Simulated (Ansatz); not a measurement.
Sn₂H₆ was relaxed with PBE0-D4 (def2-TZVP) in Ansatz in these states: charge +1 doublet, neutral singlet. The geometries follow in no particular order.

In the def2 sets Sn takes a core potential; there is no spin–orbit coupling.

A:

Cartesian coordinates in Å:
```
Sn -1.386 0.146 -0.773
H -1.412 1.832 -0.850
H -0.950 -0.715 -2.159
H -2.355 -0.621 0.377
Sn 1.386 -0.146 0.773
H 1.395 -1.831 0.882
H 0.962 0.745 2.144
H 2.361 0.590 -0.393
```

B:

| atom | x (Å) | y (Å) | z (Å) |
| --- | --- | --- | --- |
| Sn1 | 0.9351 | 0.5259 | 0.8711 |
| H2 | 2.4688 | 0.6162 | 0.1267 |
| H3 | 0.4857 | 2.0983 | 1.3608 |
| H4 | 1.0749 | -0.4484 | 2.2659 |
| Sn5 | -0.9351 | -0.5259 | -0.8711 |
| H6 | -2.4610 | -0.6488 | -0.1154 |
| H7 | -0.4682 | -2.0844 | -1.3882 |
| H8 | -1.1003 | 0.4672 | -2.2498 |

Task: Judge from the bond lengths which geometry belongs to which state (an estimate).

Result: A is the charge +1 doublet (Sn1–Sn5 3.187 Å, Sn1–H3 1.688 Å, Sn1–H2 1.688 Å); B is the neutral singlet (Sn1–Sn5 2.764 Å, Sn1–H3 1.707 Å, Sn1–H2 1.707 Å).
